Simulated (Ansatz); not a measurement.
Start from `C[SiH2]B(F)Cl` and change one atom or group to get `C[SiH2]BCl`.

Ansatz, PBE0-D4/def2-TZVP geometries, multiplicity 1. Each molecule was computed in one conformer, which needn't be the lowest.

| property | `C[SiH2]B(F)Cl` |
| --- | --- |
| LUMO energy (ωB97M-V/def2-TZVPP) / eV | 0.53 |
| HOMO–LUMO gap (PBE/def2-TZVPP) / eV | 4.61 |
| HOMO energy (PBE0/def2-TZVPP) / eV | -8.38 |
| size of the dipole moment (PBE/def2-TZVPP) / D | 1.34 |
| HOMO energy (PBE/def2-TZVPP) / eV | -7.08 |
| HOMO energy (ωB97M-V/def2-TZVPP) / eV | -10.52 |

Question: What does the change do to each property? (Best estimate.)

Answer: Computed: 
```
                                      property  `C[SiH2]BCl`  shift
         LUMO energy (ωB97M-V/def2-TZVPP) / eV         -0.10  -0.63
           HOMO–LUMO gap (PBE/def2-TZVPP) / eV          3.44  -1.17
            HOMO energy (PBE0/def2-TZVPP) / eV         -7.76   0.62
size of the dipole moment (PBE/def2-TZVPP) / D          0.64  -0.70
             HOMO energy (PBE/def2-TZVPP) / eV         -6.50   0.58
         HOMO energy (ωB97M-V/def2-TZVPP) / eV         -9.92   0.60
```

With PBE0 the HOMO rises by 0.62 eV and the LUMO falls by 0.59 eV, so the gap narrows by about 1.21 eV. PBE moves the HOMO by 0.58 eV and ωB97M-V by 0.60 eV. Dipoles are sizes alone; their direction can turn.
